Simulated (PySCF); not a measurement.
Gas-phase reaction: 2 SnH2 + S2 = 2 SnS + 2 H2

Energies from PySCF (xtb for GFN2), thermal terms from the rigid-rotor harmonic-oscillator model, ideal gas at 1 bar. † marks an energy on the PBE0/def2-TZVP geometry and frequencies; other levels use their own. Open shells (unrestricted): S2 (multiplicity 3); the rest are closed-shell singlets. GFN2 has no spin-polarisation term. Sn: scalar-relativistic def2 core potential, no spin-orbit coupling. SnH2: computed as isolated molecules; such fragments, hydroxides, amides, oligomers or adducts are transient or little studied in the gas. The harmonic model lacks anharmonicity and excited electronic states, which grow with temperature; levels with a mode under 35 cm⁻¹ are left out.

ΔH° and ΔS° at 298 K: GFN2-xTB -190 kJ, 61 J/K; HF/def2-TZVP† -263 kJ, 61 J/K; M06-2X/def2-TZVP† -371 kJ, 61 J/K; PBE0/def2-TZVP -341 kJ, 61 J/K; LDA/def2-TZVP† -353 kJ, 61 J/K.

### Question
With the heat capacities included, give log10 K (1 bar) at 500, 800, 1000, 1400, 2500 K from GFN2-xTB, HF/def2-TZVP†, M06-2X/def2-TZVP†, PBE0/def2-TZVP, LDA/def2-TZVP†.

### Answer
```tsv
T (K)	GFN2-xTB	HF/def2-TZVP†	M06-2X/def2-TZVP†	PBE0/def2-TZVP	LDA/def2-TZVP†
500	23.1	30.8	42.0	38.9	40.1
800	15.8	20.6	27.7	25.7	26.5
1000	13.4	17.3	22.9	21.3	21.9
1400	10.5	13.4	17.4	16.3	16.7
2500	7.3	9.0	11.3	10.7	10.9
```
